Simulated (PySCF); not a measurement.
C2H6FGa.

```xyz
10

Ga    -0.3218    -0.4715     0.0000
H     -1.8703    -0.7785     0.0000
F      0.6632    -1.9580     0.0000
C      0.7339     1.1989     0.0000
C     -0.0760     2.4996     0.0000
H      1.4062     1.1339    -0.8834
H      1.4062     1.1339     0.8834
H     -0.7321     2.5821     0.8910
H     -0.7321     2.5821    -0.8910
H      0.5832     3.3935     0.0000
```
Charge 0, spin multiplicity 1.

Geometry optimised at PBE-D3(BJ)/def2-SVP. The structure was generated by enumeration; whether it is a known compound was not checked. The values are those of a single conformer.

Calculation: KT2/pcSseg-1 run with PySCF. Non-relativistic, no solvent.

Computed absolute GIAO shielding of each atom: isotropic value and principal components (ppm):
```
atom  σ(iso)     σ11     σ22     σ33   span
----  ------  ------  ------  ------  -----
Ga1   1294.9  1000.9  1219.2  1664.7  663.8
H2      25.0    19.3    19.5    36.2   16.9
F3     225.9    10.6   259.9   407.2  396.6
C4     165.4   157.3   158.8   180.1   22.8
C5     170.6   162.9   164.2   184.8   22.0
H6      29.9    25.0    29.3    35.4   10.3
H7      29.9    25.0    29.3    35.4   10.3
H8      29.7    25.4    28.0    35.7   10.2
H9      29.7    25.4    28.0    35.7   10.2
H10     29.5    24.6    27.2    36.6   12.0
```
